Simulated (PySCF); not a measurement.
A PySCF script (with the pyscf-properties extension) for the NMR shieldings of SMILES N[Si@H](C[SiH3])c1ccco1, C5H11NOSi2, on a PBE0-D3(BJ)/def2-SVP geometry:

```python
import basis_set_exchange as bse
import numpy as np
from pyscf import gto, dft
from pyscf.prop import nmr

atoms = """
N    -0.708062    2.586481   -0.234610
Si   -0.724445    0.943924   -0.791264
C    -2.073525    0.021465    0.127919
Si   -1.920258   -1.855081    0.090418
C     0.969498    0.271391   -0.388650
C     1.929512    0.672604    0.505452
C     2.991944   -0.277526    0.428660
C     2.599452   -1.191553   -0.505234
O     1.393222   -0.872189   -1.001167
H    -1.594394    3.042479   -0.047312
H    -0.057951    3.240820   -0.657669
H    -0.950503    0.747324   -2.261685
H    -3.057159    0.304131   -0.286131
H    -2.052629    0.342888    1.183892
H    -1.781754   -2.351166   -1.313290
H    -0.730051   -2.297448    0.876520
H    -3.139247   -2.486372    0.687250
H     1.865804    1.552164    1.143083
H     3.923760   -0.283374    0.990037
H     3.063502   -2.089494   -0.906438
"""
names = dict.fromkeys(["N", "Si", "C", "O", "H"], "pcSseg-1")
basis = {el: gto.basis.parse(bse.get_basis(n, elements=[el], fmt="nwchem")) for el, n in names.items()}
mol = gto.M(atom=atoms, basis=basis, charge=0, verbose=0)
mf = dft.RKS(mol, xc="PBE0")
mf.grids.level = 2
mf.grids.alignment = dft.numint.BLKSIZE   # the property module wants whole blocks of grid points
mf.conv_tol = 1e-9
mf.kernel()

calc = nmr.RKS(mf)   # GIAO
C = mf.mo_coeff
Co = C[:, mf.mo_occ > 0]
resp = mf.gen_response(singlet=True, hermi=2)
def vind(x):   # induced exchange potential for any number of trial vectors
    d = np.einsum("pi,xij,qj->xpq", C, 2 * x.reshape(-1, C.shape[1], Co.shape[1]), Co, optimize=True)
    return np.einsum("xpq,pi,qj->xij", resp(d - d.transpose(0, 2, 1)), C, Co, optimize=True).ravel()
mo1, _ = nmr.rhf.solve_mo1(calc, with_cphf=vind)
sigma = calc.kernel(mo1)
for i, s in enumerate(sigma):   # ppm
    print("%2d %-2s %9.2f" % (i, mol.atom_pure_symbol(i), np.trace(s) / 3))
```

Question: What are the results?

Answer: 
```
 0 N     250.76
 1 Si    379.24
 2 C     191.37
 3 Si    423.23
 4 C      25.44
 5 C      55.33
 6 C      68.97
 7 C      32.13
 8 O      14.14
 9 H      31.06
10 H      30.95
11 H      25.88
12 H      31.23
13 H      31.33
14 H      27.22
15 H      27.92
16 H      27.32
17 H      23.99
18 H      24.69
19 H      23.58
```

These numbers come from an equivalent density-fitted implementation of the same equations, which agrees with the script to about 0.01 ppm for H and up to a few tenths of a ppm for heavy atoms, so last digits may differ.

Question: Turn these shieldings into chemical shifts. Scale: 15N (σref 265.67) vs NH3; 29Si (σref 351.99), 13C (σref 184.41), 1H (σref 31.27) against TMS; 17O (σref 334.56) vs H2O (reference shieldings calculated alike).

Answer: Averaging equivalent atoms: N 0: 14.9; Si 1: -27.3; Si 3: -71.2; C 4: 159.0; C 7: 152.3; C 5: 129.1; C 6: 115.4; C 2: -7.0; O 8: 320.4; H 19: 7.68; H 17: 7.27; H 18: 6.58; H 11: 5.39; H 14/15/16: 3.78; H 9/10: 0.26; H 12: 0.04; H 13: -0.06 ppm. Unscaled 17O shifts of doubly bonded oxygen tend to come out too high, by tens of ppm or more. Experimental scales use liquid or dissolved standards, which lie at an offset from isolated NH3 (liquid NH3: subtract about 20 ppm) and H2O (liquid H2O: subtract about 36 ppm).

Size and cost of the density-fitted run: 222 basis functions, 45 s wall time on 1 thread of an Arm Neoverse V1, shared host; peak memory 1.1 GiB.
